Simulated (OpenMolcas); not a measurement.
**Pt4+: moving the ligands**

Pt4+ with 6 ligands (fluoride) in tetragonal octahedral coordination (D4h) at 1.94 Å. A charge of +0.333 e stands 3.2 Å behind each ligand. Ligand basis ANO-RCC-VDZP.

* Program: OpenMolcas 26.06
* Method: CASSCF
* Basis: ANO-RCC-VDZP [7s6p4d2f]
* Scalar Hamiltonian: DKH2, point nucleus
* Active space: 6 electrons in 5 orbitals (5d)
* State averaging: 2S+1 = 5 even, 5 roots; 2S+1 = 3 even, 45 roots; 2S+1 = 1 even, 50 roots
* Spin-orbit coupling: state interaction with AMFI integrals over the reference wave functions

Runs around this geometry, states (labels of D4, the rotations of D4h). Energies in cm-1 above the lowest state or level, χT in cm3 K/mol.

| R (Å) | Axial / equatorial distance | Ground state | First state of that spin | First gap with spin-orbit (degeneracies) | χT at 300 K | First state of another spin |
| --- | --- | --- | --- | --- | --- | --- |
| 1.82 | 1 | 2S+1 = 1 | 38947 | 31254 (1, 2) | 0.011 | 2S+1 = 3: 33500 |
| 1.94 | 1 | 2S+1 = 1 | 29149 | 21376 (1, 2) | 0.017 | 2S+1 = 3: 23579 |
| 2 | 1 | 2S+1 = 1 | 25322 | 17539 (1, 2) | 0.022 | 2S+1 = 3: 19720 |
| 1.94 | 1.05 | 2S+1 = 1 | 1E 25243 | 16444 (1, 1) | 0.020 | 3E 19256 |

Without dynamic correlation the repulsion within the d shell is too large (B by tens of per cent), so at a given field states of lower spin stand too high. With metal d orbitals alone the field can be off either way by tens of per cent. Ligand-to-metal charge-transfer states are missing. With no ligand orbital active B as a rule stays too high, so bands that hang on it stand too high and its fall with covalency is understated. The least metal-like active orbital is 68 % on the metal (Löwdin) and no ligand orbital is active, so the numbers are rough, and ground spin, moment and any spin crossover can be artefacts of this space; highly charged d ions in such sites are as a rule low spin (holds for R = 1.82, ratio = 1; R = 1.94, ratio = 1.05). The least metal-like active orbital is 69 % on the metal (Löwdin) and no ligand orbital is active, so the numbers are rough, and ground spin, moment and any spin crossover can be artefacts of this space; highly charged d ions in such sites are as a rule low spin (holds for R = 1.94, ratio = 1; R = 2, ratio = 1). A group larger than the point group allows holds several states that coincide in this model. No measured value stands beside these numbers; the geometry is a model, was not optimised and need not be the one that this ion takes.

A state without a sure symmetry label is named by its multiplicity alone.
